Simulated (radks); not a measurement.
All-electron atom: the technetium ion Tc4+ in [Kr] 4d3.

All-electron calculation, Dirac Kohn-Sham, AM05, spin-unpolarised, spherical densities, finite nucleus; open shells fill j = l - 1/2 first; Fermi nuclear charge, rms radius 4.4112 fm. Program: a radial shooting solver on a logarithmic mesh with Libxc functionals.

Energy parts (eV):
part                       energy
total                 -116428.090
kinetic                120916.134
electron-nucleus      -279641.731
Hartree                 45641.388
exchange-correlation    -3343.881

Orbitals (lengths in bohr, moments of r in powers of bohr; <r^-3> diverges for s and p1/2):
| orbital | occ. | eigenvalue (eV) | <1/r> | <r^-3> | <r^4> | <r^2> |
|---|---|---|---|---|---|---|
| 1s1/2 | 2 | -20878.54 | 44.67 | - | 6.540e-06 | 0.001589 |
| 2s1/2 | 2 | -3019.692 | 10.19 | - | 0.001199 | 0.02637 |
| 2p1/2 | 2 | -2789.348 | 10.17 | - | 0.0007927 | 0.01986 |
| 2p3/2 | 4 | -2671.333 | 9.663 | 2590 | 0.0008924 | 0.02121 |
| 3s1/2 | 2 | -564.4473 | 3.504 | - | 0.06061 | 0.1980 |
| 3p1/2 | 2 | -475.9358 | 3.407 | - | 0.06204 | 0.1951 |
| 3p3/2 | 4 | -456.1651 | 3.284 | 439.8 | 0.06842 | 0.2051 |
| 3d3/2 | 4 | -299.3028 | 3.103 | 65.06 | 0.06874 | 0.1890 |
| 3d5/2 | 6 | -295.4953 | 3.071 | 61.88 | 0.07094 | 0.1922 |
| 4s1/2 | 2 | -118.8754 | 1.316 | - | 2.254 | 1.231 |
| 4p1/2 | 2 | -92.4769 | 1.205 | - | 3.178 | 1.439 |
| 4p3/2 | 4 | -89.3515 | 1.171 | 69.77 | 3.484 | 1.507 |
| 4d3/2 | 3 | -49.2405 | 0.9179 | 6.823 | 9.520 | 2.383 |
| 4d5/2 | 0 | -48.8495 | 0.9104 | 6.477 | 9.779 | 2.417 |
| 4f5/2 | 0 | -18.1075 | 0.4152 | 0.1679 | 176.9 | 10.15 |
| 4f7/2 | 0 | -18.1023 | 0.4149 | 0.1671 | 177.2 | 10.16 |
| 5s1/2 | 0 | -37.6829 | 0.5422 | - | 62.02 | 6.615 |
| 5p1/2 | 0 | -30.6718 | 0.4812 | - | 99.94 | 8.367 |
| 5p3/2 | 0 | -30.0878 | 0.4715 | 13.13 | 107.1 | 8.671 |

The highest occupied level is 4d3/2 at -49.241 eV. The density falls to 0.001 e/bohr^3 at r = 3.02 bohr. For comparison, the ionisation energy in NIST's Atomic Spectra Database is 57 eV (theoretical). In exact Kohn-Sham theory the highest level is minus the ionisation energy, but local and semilocal functionals leave it too shallow, through self-interaction and a potential that decays too fast; potentials with the right tail come closer. The electron density at the nucleus is 9.982e+04 e/bohr^3.

Beside tabulated values, note that spin-unpolarised runs miss the spin-polarisation part of the exchange energy of open shells.
